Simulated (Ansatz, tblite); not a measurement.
Removing and adding an electron: Ge(vinyl)3(NEt2) (C₁₀H₁₉GeN). Total charge 0; singlet. Geometry: PBE0-D4/def2-SVP. Ansatz, gas phase; energy differences of separate SCF runs; the oxidised species was run as a doublet alone; the reduced species was run as a doublet alone.

Cartesian coordinates in Å:
```
Ge 0.2069 -0.3563 -0.6437
C -1.2130 -0.4124 -1.9661
C -1.0589 0.0267 -3.2189
H -2.1789 -0.8361 -1.6625
H -0.1109 0.4571 -3.5629
H -1.8657 -0.0243 -3.9595
C 1.6167 0.8339 -1.2784
C 2.7782 0.3931 -1.7720
H 1.4479 1.9170 -1.2152
H 2.9982 -0.6781 -1.8551
H 3.5650 1.0753 -2.1157
C 0.9620 -2.1207 -0.3568
C 0.6825 -3.1577 -1.1531
H 1.6735 -2.2675 0.4663
H -0.0118 -3.0657 -1.9969
H 1.1326 -4.1457 -1.0010
N -0.5458 0.2334 0.9279
C -1.3639 1.4289 0.9030
C -2.7721 1.2074 1.4400
C 0.0429 -0.1144 2.2027
C 1.3011 0.6682 2.5673
H -1.4385 1.7906 -0.1377
H -0.8830 2.2572 1.4633
H -3.2981 0.4491 0.8402
H -2.7548 0.8539 2.4827
H -3.3578 2.1402 1.4156
H -0.7152 0.0194 2.9964
H 0.2706 -1.1944 2.2087
H 2.1047 0.4872 1.8352
H 1.1093 1.7529 2.5833
H 1.6766 0.3818 3.5628
```

The xTB rows come from tblite.

Question: Estimate orbital energies and vertical ionisation energies and electron affinities at: GFN1-xTB; GFN2-xTB; PBE-D4/def2-SVP; PBE0-D4/def2-SVP.

Answer: 
```json
{"level": "GFN1-xTB", "−HOMO (eV)": "9.91", "vertical IE (eV)": "12.63", "−LUMO (eV)": "7.08", "vertical EA (eV)": "4.77", "HOMO–LUMO gap (eV)": "2.83", "IE − EA (eV)": "7.87", "remarks": "–"}
{"level": "GFN2-xTB", "−HOMO (eV)": "9.09", "vertical IE (eV)": "11.91", "−LUMO (eV)": "6.08", "vertical EA (eV)": "3.63", "HOMO–LUMO gap (eV)": "3.01", "IE − EA (eV)": "8.28", "remarks": "–"}
{"level": "PBE-D4/def2-SVP", "−HOMO (eV)": "4.42", "vertical IE (eV)": "7.15", "−LUMO (eV)": "1.20", "vertical EA (eV)": "-0.94", "HOMO–LUMO gap (eV)": "3.22", "IE − EA (eV)": "8.09", "remarks": "HOMO above zero (-1 doublet)"}
{"level": "PBE0-D4/def2-SVP", "−HOMO (eV)": "5.74", "vertical IE (eV)": "7.34", "−LUMO (eV)": "0.19", "vertical EA (eV)": "-1.27", "HOMO–LUMO gap (eV)": "5.56", "IE − EA (eV)": "8.61", "remarks": "HOMO above zero (-1 doublet)"}
```

   A HOMO above zero means that the electron is unbound at that level or that self-interaction error raises the level; the energy of removing that electron tells which. Raw xTB energy differences between charge states are shifted by several eV; the methods need an empirical correction for them. Sets without diffuse functions give affinities that are too small. A negative affinity means that the extra electron isn't bound; its size then hangs on the basis.
